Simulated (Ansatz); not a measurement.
Two isomers of C2H6N2Si: A = `C1=NC[SiH2]N1`, B = `C=N/C=N/[SiH3]`.

Calculated with Ansatz (gas phase, PBE0-D4/def2-TZVP geometries, no zero-point term in ΔE). CCSD(T)/CBS adds triple-zeta CCSD(T) − MP2 to the extrapolated MP2 energy (def2 sets, frozen cores). Functionals use def2-TZVPP. B3LYP here is the variant with VWN-RPA as its local correlation; programs differ in this. One conformer a species, not always the lowest.

Task: Which is lower in electronic energy at CCSD(T)/CBS, and by how much? (Best estimate.)

Result: Ansatz gave: A, by 121.4 kJ/mol.

Task: Give E(B) − E(A) in kJ/mol with CCSD/def2-TZVPP, ωB97M-V, MP2/def2-TZVPP, CCSD(T)/def2-TZVPP, r2SCAN-D4, PBE0-D4, B3LYP. (Estimate.)

Result: Computed: CCSD/def2-TZVPP 114.7, ωB97M-V 122.3, MP2/def2-TZVPP 126.6, CCSD(T)/def2-TZVPP 115.0, r2SCAN-D4 126.9, PBE0-D4 136.7, B3LYP 102.7. None reverses the order clearly.

Largest T1 diagnostic: 0.015.

From PBE to PBE0 (25 % exact exchange), in def2-TZVPP and without D4, E(B) − E(A) moves by +10.8 kJ/mol. In def2-TZVPP, CCSD(T) changes the Hartree–Fock value by +26.0 kJ/mol (the triples alone add +0.3 kJ/mol) and MP2 by +37.6 kJ/mol.
